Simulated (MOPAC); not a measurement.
MOPAC input (PM3):

```
PM3 PRECISE GNORM=0.05 LET XYZ GEO-OK AUX(PRECISION=9) THREADS=1
CH3F3Ge

F    -1.36357600 1    0.85510700 1   -0.91813800 1
C    -0.85669000 1   -0.02225300 1   -0.02148800 1
F    -1.40134000 1    0.28436800 1    1.17851900 1
F    -1.32293400 1   -1.24565800 1   -0.36291400 1
Ge    1.15959200 1    0.03012100 1    0.02908500 1
H     1.60906300 1   -0.99721200 1    1.07167900 1
H     1.56164500 1    1.45382400 1    0.42387900 1
H     1.65312300 1   -0.33131100 1   -1.37456400 1
```

Output:

```
 *******************************************************************************
 **                                                                           **
 **                              MOPAC v23.2.5                                **
 **                                                                           **
 *******************************************************************************
 ** MOPAC's Digital Object Identifier: https://doi.org/10.5281/zenodo.6511958 **
 **                                                                           **
 ** Please cite the open-source release paper for use of this MOPAC version:  **
 ** J. E. Moussa and J. J. P. Stewart (2026)                                  **
 ** MOPAC: An open-source semiempirical molecular orbital program             **
 ** J. Open Source Softw., 11(119), 8025, https://doi.org/10.21105/joss.08025 **
 *******************************************************************************

                              PM3 CALCULATION RESULTS

 *******************************************************************************
 *  PM3        - The PM3 Hamiltonian to be used
 *  GEO-OK     - OVERRIDE INTERATOMIC DISTANCE AND OTHER SAFETY CHECKS
 *  LET        - OVERRIDE SOME SAFETY CHECKS
 *  PRECISE    - TIGHTER CRITERIA TO BE USED
 *  XYZ        - CARTESIAN COORDINATE SYSTEM TO BE USED
 *  GNORM      - EXIT WHEN GRADIENT NORM DROPS BELOW 0.050
 *  AUX        - OUTPUT AUXILIARY INFORMATION
 *******************************************************************************
PM3 PRECISE GNORM=0.05 LET XYZ GEO-OK AUX(PRECISION=9) THREADS=1
 CH3F3Ge

   ATOM   CHEMICAL          X               Y               Z
  NUMBER   SYMBOL      (ANGSTROMS)     (ANGSTROMS)     (ANGSTROMS)

     1       F         -1.36357600  *   0.85510700  *  -0.91813800  *
     2       C         -0.85669000  *  -0.02225300  *  -0.02148800  *
     3       F         -1.40134000  *   0.28436800  *   1.17851900  *
     4       F         -1.32293400  *  -1.24565800  *  -0.36291400  *
     5      Ge          1.15959200  *   0.03012100  *   0.02908500  *
     6       H          1.60906300  *  -0.99721200  *   1.07167900  *
     7       H          1.56164500  *   1.45382400  *   0.42387900  *
     8       H          1.65312300  *  -0.33131100  *  -1.37456400  *

          CARTESIAN COORDINATES

    NO.       ATOM           X           Y           Z

     1         F         -1.3636      0.8551     -0.9181
     2         C         -0.8567     -0.0223     -0.0215
     3         F         -1.4013      0.2844      1.1785
     4         F         -1.3229     -1.2457     -0.3629
     5        Ge          1.1596      0.0301      0.0291
     6         H          1.6091     -0.9972      1.0717
     7         H          1.5616      1.4538      0.4239
     8         H          1.6531     -0.3313     -1.3746

  H: (PM3): J. J. P. STEWART, J. COMP. CHEM. 10, 209 (1989).
  C: (PM3): J. J. P. STEWART, J. COMP. CHEM. 10, 209 (1989).
  F: (PM3): J. J. P. STEWART, J. COMP. CHEM. 10, 209 (1989).
 Ge: (PM3): J. J. P. STEWART, J. COMP. CHEM. 12, 320-341 (1991).

           Empirical Formula: C H3 F3 Ge  =     8 atoms

      MOLECULAR POINT GROUP   :   C3v

      RHF CALCULATION, NO. OF DOUBLY OCCUPIED LEVELS = 16

          Geometry optimization using EF

          DIAGONAL MATRIX USED AS START HESSIAN

 CYCLE:     1  GRAD.:    39.860 HEAT: -124.8863
 CYCLE:     2  GRAD.:   274.867 HEAT: -112.4608
 CYCLE:     3  GRAD.:   256.200 HEAT: -108.8164
 CYCLE:     4  GRAD.:    75.689 HEAT: -124.5154
 CYCLE:     5  GRAD.:    78.155 HEAT: -124.9712
 CYCLE:     6  GRAD.:     7.545 HEAT: -126.5359
 CYCLE:     7  GRAD.:     9.810 HEAT: -126.5664
 CYCLE:     8  GRAD.:    47.933 HEAT: -126.1639
 CYCLE:     9  GRAD.:     6.275 HEAT: -126.5995
 CYCLE:    10  GRAD.:    15.664 HEAT: -126.5712
 CYCLE:    11  GRAD.:    28.456 HEAT: -126.4056
 CYCLE:    12  GRAD.:     5.718 HEAT: -126.6115
 CYCLE:    13  GRAD.:     2.687 HEAT: -126.6198
 CYCLE:    14  GRAD.:     0.355 HEAT: -126.6217
 CYCLE:    15  GRAD.:     0.339 HEAT: -126.6222
 CYCLE:    16  GRAD.:     0.170 HEAT: -126.6224
 CYCLE:    17  GRAD.:     0.074 HEAT: -126.6224
 CYCLE:    18  GRAD.:     0.007 HEAT: -126.6224

     GRADIENT =  0.00710 IS LESS THAN CUTOFF =  0.05000

 -------------------------------------------------------------------------------
 PM3 PRECISE GNORM=0.05 LET XYZ GEO-OK AUX(PRECISION=9) THREADS=1
 CH3F3Ge

     GEOMETRY OPTIMISED USING EIGENVECTOR FOLLOWING (EF).
     SCF FIELD WAS ACHIEVED

                              PM3 CALCULATION
                                                       MOPAC v23.2.5 Linux

          FINAL HEAT OF FORMATION =       -126.62242 KCAL/MOL =    -529.78821 KJ/MOL

          COSMO AREA              =        118.35 SQUARE ANGSTROMS
          COSMO VOLUME            =        108.17 CUBIC ANGSTROMS

          GRADIENT NORM           =          0.00710          =       0.00251 PER ATOM
          IONIZATION POTENTIAL    =         12.307455 EV
          HOMO LUMO ENERGIES (EV) =        -12.307 -1.615
          NO. OF FILLED LEVELS    =         16
          MOLECULAR WEIGHT        =        144.6199         POINT GROUP:  C3v

          MOLECULAR DIMENSIONS (Angstroms)

            Atom       Atom       Distance
            H     8    F     3     4.02201
            F     1    H     6     3.76782
            F     4    H     7     3.63905

          SCF CALCULATIONS        =         19

   ATOM   CHEMICAL          X               Y               Z
  NUMBER   SYMBOL      (ANGSTROMS)     (ANGSTROMS)     (ANGSTROMS)

     1       F         -1.36055772  *   0.84214286  *  -0.90510912  *
     2       C         -0.82793281  *  -0.02150370  *  -0.02076442  *
     3       F         -1.39773827  *   0.27975635  *   1.16084628  *
     4       F         -1.32051184  *  -1.22784832  *  -0.35801088  *
     5      Ge          1.12280281  *   0.02916598  *   0.02814899  *
     6       H          1.66692089  *  -0.95849803  *   1.03618341  *
     7       H          1.62118743  *   1.40474523  *   0.41158160  *
     8       H          1.70940529  *  -0.31644351  *  -1.32245105  *

                             CARTESIAN COORDINATES

   1    F       -1.360557718     0.842142863    -0.905109124
   2    C       -0.827932812    -0.021503699    -0.020764422
   3    F       -1.397738267     0.279756345     1.160846279
   4    F       -1.320511835    -1.227848321    -0.358010881
   5   Ge        1.122802807     0.029165983     0.028148990
   6    H        1.666920886    -0.958498033     1.036183407
   7    H        1.621187431     1.404745228     0.411581599
   8    H        1.709405287    -0.316443511    -1.322451053

           Empirical Formula: C H3 F3 Ge  =     8 atoms

      MOLECULAR POINT GROUP   :   C3v

                  EIGENVALUES
 -32.82699 -24.31498 -24.31492 -20.37409 -19.23159 -18.78698 -18.78697 -16.88465
 -16.88463 -16.25472 -16.12026 -15.79430 -15.79427 -12.87747 -12.87745 -12.30746
  -1.61465  -0.29162  -0.29160   2.40693   2.84449   2.84453   2.85580

              NET ATOMIC CHARGES AND DIPOLE CONTRIBUTIONS

  ATOM NO.   TYPE          CHARGE      No. of ELECS.   s-Pop       p-Pop
    1          F          -0.139580        7.1396     1.77083     5.36875
    2          C           0.141087        3.8589     1.22567     2.63325
    3          F          -0.139581        7.1396     1.77083     5.36875
    4          F          -0.139581        7.1396     1.77083     5.36875
    5         Ge           0.387369        3.6126     0.67228     2.94035
    6          H          -0.036569        1.0366     1.03657
    7          H          -0.036574        1.0366     1.03657
    8          H          -0.036570        1.0366     1.03657
 DIPOLE           X         Y         Z       TOTAL
 POINT-CHG.     3.385     0.088     0.085     3.387
 HYBRID        -0.494    -0.013    -0.012     0.495
 SUM            2.890     0.075     0.072     2.892

          ATOMIC ORBITAL ELECTRON POPULATIONS

     Atom    s        px        py        pz
    1  F   1.77083   1.89424   1.74285   1.73166
    2  C   1.22567   1.05106   0.79110   0.79109
    3  F   1.77083   1.88162   1.94291   1.54422
    4  F   1.77083   1.90690   1.52601   1.93585
    5 Ge   0.67228   0.82040   1.05997   1.05998
    6  H   1.03657
    7  H   1.03657
    8  H   1.03657

 **********************
 *                    *
 * JOB ENDED NORMALLY *
 *                    *
 **********************

 == MOPAC DONE ==
```

The geometry given is a B3LYP-D3(BJ)/def2-TZVP minimum.
